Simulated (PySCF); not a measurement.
Compound: C₇H₉F₃O.
SMILES with atom numbers: `[F:1][CH:2]([F:3])[C@@H:4]1[C@H:5]2[O:6][C@H:7]2[CH2:8][CH2:9][C@H:10]1[F:11]`

Cartesian coordinates in Å at the GFN2-xTB level; atoms count from 1:
```
atom  x, y, z in Å
F1    -1.990    0.784   -1.770
C2    -2.270    0.015   -0.687
F3    -3.213    0.685    0.012
C4    -1.015   -0.209    0.152
C5    -0.384    1.124    0.537
O6     0.444    1.135    1.663
C7     1.060    1.348    0.425
C8     1.974    0.267   -0.109
C9     1.336   -1.110    0.048
C10   -0.034   -1.102   -0.614
F11   -0.553   -2.383   -0.649
H12   -2.713   -0.926   -1.046
H13   -1.321   -0.731    1.067
H14   -1.056    1.976    0.459
H15    1.410    2.365    0.263
H16    2.922    0.301    0.430
H17    2.170    0.476   -1.162
H18    1.958   -1.874   -0.419
H19    1.225   -1.351    1.106
H20    0.044   -0.779   -1.661
```

NICS = −σ at a ghost point: NICS(0) at the centroid of the ring atoms, NICS(1) 1 Å to either side along the normal of their mean plane, zz for the tensor component along that normal. Level: GIAO PBE0/pcSseg-1 (PySCF, non-relativistic, gas phase) on the GFN2-xTB geometry, one conformer.

Ring bond lengths (Å), with Mayer bond orders in brackets: C4–C5 1.524 (0.93), C5–C7 1.466 (1.00), C7–C8 1.512 (1.01), C8–C9 1.526 (1.03), C9–C10 1.522 (1.03), C10–C4 1.532 (0.97); C5–O6 1.398 (0.89), O6–C7 1.399 (0.93), C7–C5 1.466 (1.00).

Q: What do the NICS probes read (ppm)?

A: 
| ring | type | NICS(0) | NICS(1), two faces | NICS(1)zz, two faces | rms pucker (Å) | centre to ring atoms, mean (Å) |
| --- | --- | --- | --- | --- | --- | --- |
| C4–C5–C7–C8–C9–C10 | 6-membered carbocycle; formal bonds all single | -6.1 | -4.5 / -3.5 | 3.6 / 1.5 | 0.22 | 1.47 |
| C5–O6–C7 | 3-membered ring with O; formal bonds all single | -47.3 | -7.3 / -5.6 | -23.7 / -22.9 | 0.00 | 0.82 |

Q: What do they say, and how far can they be read as aromaticity?

A: 
- C4–C5–C7–C8–C9–C10: mean NICS(1)zz 2.5 ppm, near zero. C4, C5, C7, C8, C9, C10 have four or more neighbours, and the NICS criterion for π rings isn't applied.
- C5–O6–C7: mean NICS(1)zz -23.3 ppm, shielded. C5, C7 have four or more neighbours; no verdict on aromaticity is drawn. NICS(0) lies 41 ppm below the mean NICS(1).

Q: At the first NICS(1) probe listed for ring C5–O6–C7, 1 Å off the ring, what do the in-plane components average?

A: The isotropic value is a third of the trace: (3 × -7.3 − (-23.7))/2 = 0.9 ppm.

Q: Give the inner angles of the rings and the Hirshfeld charges of the ring atoms.

A: 
- C4–C5–C7–C8–C9–C10: C4 111.8° (-0.059 e), C5 121.4° (+0.017 e), C7 120.9° (+0.027 e), C8 110.9° (-0.067 e), C9 109.1° (-0.079 e), C10 111.2° (+0.063 e); sum 685.3° against 720° for a flat convex ring.
- C5–O6–C7: C5 58.4° (+0.017 e), O6 63.2° (-0.154 e), C7 58.3° (+0.027 e); sum 180.0° against 180° for a flat convex ring.

Q: How shielded are the nuclei of the rings and their hydrogens (means over atoms taken as equivalent)?

A: 
```tsv
atoms	environment	σ isotropic (ppm)	principal values of the symmetric part, first atom (ppm)
C4	sp3 CH carbon	135.2	131.6, 134.7, 139.3
C5	sp3 carbon bound to oxygen	139.6	91.0, 148.0, 179.8
O6	epoxide oxygen	309.9	152.8, 378.7, 398.2
C7	sp3 carbon bound to oxygen	137.1	84.7, 147.0, 179.5
C8	ring CH2 carbon	159.7	148.9, 158.6, 171.5
C9	ring CH2 carbon	159.5	142.4, 160.1, 176.1
C10	sp3 C–F carbon	94.7	59.0, 76.3, 149.0
H13	methine hydrogen	29.30	27.2, 28.1, 32.7
H14	methine hydrogen	28.60	20.8, 28.7, 36.4
H15	methine hydrogen	28.91	22.1, 26.4, 38.3
H16	methylene hydrogen	29.45	24.6, 27.1, 36.7
H17	methylene hydrogen	30.02	26.3, 27.5, 36.2
H18	methylene hydrogen	29.96	24.9, 28.0, 37.0
H19	methylene hydrogen	29.82	26.7, 28.4, 34.4
```

The list is cut; further classes of hydrogen are left out.
